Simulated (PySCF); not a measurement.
One molecule, one basis, several functionals.

B₂F₂H₅PSi.
Structure used (PBE0-D3(BJ)/def2-SVP), in Å, numbered top down from 1:
```xyz
11
B2F2H5PSi angstrom
B      2.0161   -0.4945   -0.8146
P      1.1991    0.3172    0.6419
Si    -0.7763    1.0733   -0.1322
B     -1.7803   -0.4835   -0.9525
F     -1.4035   -0.9835   -2.1146
F     -2.7743   -1.0973   -0.3415
H      2.6370   -1.5178   -0.6684
H      2.0258    0.0949   -1.8671
H      0.8440   -0.7348    1.5286
H     -0.4213    2.0903   -1.1649
H     -1.5278    1.7089    0.9896
```

PySCF, pcSseg-2 basis, density fitting, gas phase, PBE0-D3(BJ)/def2-SVP geometry. One functional is left out:

```tsv
functional	exact exchange (%)	HOMO energy (eV)	LUMO energy (eV)	dipole moment (D)
B97-D	0	-6.40	-2.78	0.931
BLYP	0	-6.31	-2.80	1.018
BP86	0	-6.56	-3.03	0.973
LDA	0	-6.61	-3.22	1.066
OPBE	0	-6.46	-2.84	0.889
PBE	0	-6.48	-2.98	0.986
B3LYP	20	-7.28	-2.26	0.975
PBE0	25	-7.49	-2.09	0.925
mPW1PW91	25	-7.51	-2.08	0.919
BHandHLYP	50	-8.35	-1.08	0.915
```

Problem. Predict the row of B97-2 (21 % exact exchange) by straight lines through the other rows, and check it.

Solution. 
| property | line | computed | computed − line | B3LYP (20 %), for comparison |
| --- | --- | --- | --- | --- |
| HOMO energy (eV) | -7.29 | -7.25 | +0.04 | -7.28 |
| LUMO energy (eV) | -2.19 | -2.06 | +0.13 | -2.26 |
| dipole moment (D) | 0.947 | 0.896 | -0.051 | 0.975 |

Problem. Which of these properties follows the share of exact exchange most closely, and which least?

Solution. Most closely the HOMO energy, least the dipole moment; the correlations over the tabulated rows are HOMO energy -0.992, LUMO energy 0.979, dipole moment -0.450. The HOMO energy moves by -0.386 eV for every 10 %. Functionals with the same share still differ in their other parts: at 0 % BLYP and LDA differ by 0.30 eV in it.
